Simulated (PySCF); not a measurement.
# Telling settings apart by their effects on PBE0/aug-cc-pVDZ results

All runs: PySCF with density fitting, gas phase, non-relativistic, closed shells, each molecule at its own PBE0-D3(BJ)/def2-SVP geometry. Shieldings use GIAOs. All basis functions are spherical. Starting from PBE0/aug-cc-pVDZ, one thing was changed at a time: the basis to IGLO-III, the basis to pcSseg-2, the basis to 6-31G, the basis to cc-pVDZ.

Changes against PBE0/aug-cc-pVDZ in 4 molecules:

```tsv
molecule	changed to	HOMO energy (eV)	mean 1H shielding (ppm)
C#C[B@@H-](C)[N+]#C	IGLO-III	-0.01	+0.04
C#C[B@@H-](C)[N+]#C	pcSseg-2	-0.01	-0.04
C#C[B@@H-](C)[N+]#C	6-31G	+0.32	+0.99
C#C[B@@H-](C)[N+]#C	cc-pVDZ	+0.19	-0.02
C#CB(O)SC	IGLO-III	+0.03	-0.02
C#CB(O)SC	pcSseg-2	-0.02	-0.16
C#CB(O)SC	6-31G	+0.04	+1.23
C#CB(O)SC	cc-pVDZ	+0.15	+0.09
Bn1cccc1	IGLO-III	0.00	+0.08
Bn1cccc1	pcSseg-2	-0.02	-0.05
Bn1cccc1	6-31G	+0.18	+1.21
Bn1cccc1	cc-pVDZ	+0.11	+0.14
N[B@H-]([NH3+])B(Cl)Cl	IGLO-III	+0.04	+0.01
N[B@H-]([NH3+])B(Cl)Cl	pcSseg-2	0.00	-0.20
N[B@H-]([NH3+])B(Cl)Cl	6-31G	+0.50	+1.55
N[B@H-]([NH3+])B(Cl)Cl	cc-pVDZ	+0.37	+0.15
```

For `C#C/C=C\BN` the PBE0/aug-cc-pVDZ run gave HOMO energy -7.14 eV, mean 1H shielding 26.05 ppm. The changed runs lost their labels:

| run | HOMO energy (eV) | mean 1H shielding (ppm) |
| --- | --- | --- |
| A | -7.16 | 25.94 |
| B | -6.85 | 27.29 |
| C | -7.15 | 26.10 |
| D | -6.96 | 26.16 |

Problem. Which run belongs to which change?

Solution. A: pcSseg-2; B: 6-31G; C: IGLO-III; D: cc-pVDZ.

| run | change of HOMO energy (eV), here / mean of the others | change of mean 1H shielding (ppm), here / mean of the others | next best match |
| --- | --- | --- | --- |
| A | -0.02 / -0.01 | -0.11 / -0.11 | IGLO-III |
| B | +0.29 / +0.26 | +1.24 / +1.24 | cc-pVDZ |
| C | -0.01 / +0.01 | +0.05 / +0.03 | pcSseg-2 |
| D | +0.18 / +0.20 | +0.11 / +0.09 | IGLO-III |

Each run is given to the change whose mean effect on the other molecules lies nearest, every quantity measured in units of its scatter between molecules.

Problem. Would one quantity have been enough? Give each run to the change with the nearest mean effect on that quantity alone.

Solution. mean 1H shielding: 4 of 4 runs rightly; HOMO energy: 3 of 4 runs rightly.

Only sets that this rule tells apart clearly are shown.
